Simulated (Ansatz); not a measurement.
Ansatz (a first-principles code) input for Cd(SMe)(SiH3) (CH₆CdSSi), SMILES C[S][Cd][SiH3], CAM-B3LYP/def2-SVPD. The structure is a stationary point at B3LYP-D3(BJ)/def2-SVP. The structure was generated by enumeration; whether it is a known compound was not checked. The def2 effective core potentials stand for the cores of Cd; spin–orbit coupling is left out. The values are those of a single conformer.

Ansatz 0.2 input:
```yaml
crystal:
  periodic: [false, false, false]
  atoms:
    - {symbol: Cd, position_ang: [-0.13836906, 0.14305720, 0.19881087]}
    - {symbol: S, position_ang: [1.95773040, 0.17239887, -0.94701485]}
    - {symbol: C, position_ang: [1.81352826, -1.26253598, -2.09866701]}
    - {symbol: H, position_ang: [1.69043998, -2.21407330, -1.56229209]}
    - {symbol: H, position_ang: [2.75662696, -1.30615429, -2.66213198]}
    - {symbol: H, position_ang: [0.99083445, -1.13693548, -2.81677468]}
    - {symbol: Si, position_ang: [-2.32939961, 0.15320654, 1.43791354]}
    - {symbol: H, position_ang: [-2.68758453, -1.22186729, 1.90197244]}
    - {symbol: H, position_ang: [-3.44133854, 0.64599321, 0.56928886]}
    - {symbol: H, position_ang: [-2.26052445, 1.03823417, 2.64046607]}
basis:
  gaussian:
    orbitals: def2-SVPD
hamiltonian:
  xc: {name: CAM-B3LYP}
```

It prints:

```
WARN ansatz: RAYON_NUM_THREADS=1 ignored (pool sized by the plan → 1); use --threads N
Functional definition: CAM-B3LYP
integrals: 0.11 GiB planned
1406 factors; their error is unknown
integrals: 0.14 GiB planned
550 factors; integrals over basis functions are off by at most 1.6e-5 eV
mean field: 1.01 GiB planned
mean field evaluation 1: about -24401.5485 eV, gradient 3.3e1 eV
mean field evaluation 2: about -24401.6449 eV, gradient 3.4e1 eV
mean field evaluation 4: about -24404.5733 eV, gradient 7.4e-1 eV
mean field evaluation 8: about -24404.7676 eV, gradient 1.7e-1 eV
mean field evaluation 16: about -24404.7676 eV, gradient 6.5e-5 eV
mean field -24404.76762664 eV, -896.8586681334 hartree, gradient 6.5e-5 eV, S^2 0.000000; 0 other end points of the search recorded, 0 dependent functions left out
reference -24404.76778220 eV, -896.8586738503 hartree; 31, 31 occupied and 122, 122 virtual orbitals, 1406 factors
Total energy: -24404.76778220 eV, -896.8586738503 hartree
```

Self-consistency was reached.
